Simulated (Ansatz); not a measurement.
System: sum formula AlO₂H₃ (charge 0, singlet). SMILES: [OH][AlH][OH]
Geometry from a B3LYP-D3(BJ)/def2-TZVP (Ansatz, an electronic-structure program) optimisation:
```xyz
6

O     -1.5121    -0.2452     0.0971
Al     0.0247     0.4563    -0.0076
O      1.3786    -0.5665    -0.0780
H     -1.6683    -1.1905     0.1195
H      0.1299     2.0173    -0.0351
H      2.2854    -0.2646    -0.1383
```

Wanted: atomisation energy (electronic, to ground-state atoms), in kcal/mol. Cores are frozen in the correlated levels unless marked. Open shells are spin-unrestricted. No spin-orbit coupling. Non-relativistic. The coupled-cluster limit lacks core correlation, which all-electron functionals hold. Basis-set limits of correlation are two-point, X^-3; Hartree-Fock from the larger set (for Q and 5 zeta extrapolated as (X+1)exp(-9√X)).

```tsv
level	program	atomisation energy (kcal/mol)	minus last row
HF/6-31G*	Ansatz	344.5	-176.4
PBE0/6-31G*	Ansatz	484.8	-36.1
BHLYP/def2-TZVPD	Ansatz	489.8	-31.1
LC-wPBE-D4/def2-TZVPD	Ansatz + dftd4	513.0	-7.9
B2PLYP-D4/def2-TZVPD	Ansatz + dftd4	510.4	-10.5
MP2/cc-pV(D+d)Z	Ansatz	479.6	-41.3
RI-MP2/cc-pV(Q+d)Z	Ansatz	530.3	9.4
RI-MP2/CBS(cc-pV(T+d)Z,cc-pV(Q+d)Z)	Ansatz	537.0	16.1
SCS-MP2/cc-pV(T+d)Z	Ansatz	514.2	-6.7
CCSD(T)/CBS(cc-pV(Q+d)Z,cc-pV(5+d)Z)	Ansatz	520.9	0.0
```
